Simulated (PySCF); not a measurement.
# Removing the step error of a finite difference

System: CH4Cl3NSi, singlet, at a GFN2-xTB geometry. Level: PBE0/6-31G, polarisability run with PySCF. Sums are taken with unrounded values, so a last digit can differ.

Second differences of the energy in a field along z gave a polarisability along z of 59.304 bohr³ at step 0.005 and 60.119 bohr³ at step 0.05 (atomic units).

Task: Extrapolate to zero step.

Result: The leading error of a symmetric difference goes as h², so A(h) = A0 + c h². Then c = (60.119 - (59.304))/(0.05² - 0.005²) = 329 (atomic units) and A0 = 59.304 - c × 0.005² = 59.296 bohr³. The analytic value from the same program and level is 59.296 bohr³: the smaller step missed it by 0.008, the extrapolation by 0.000.
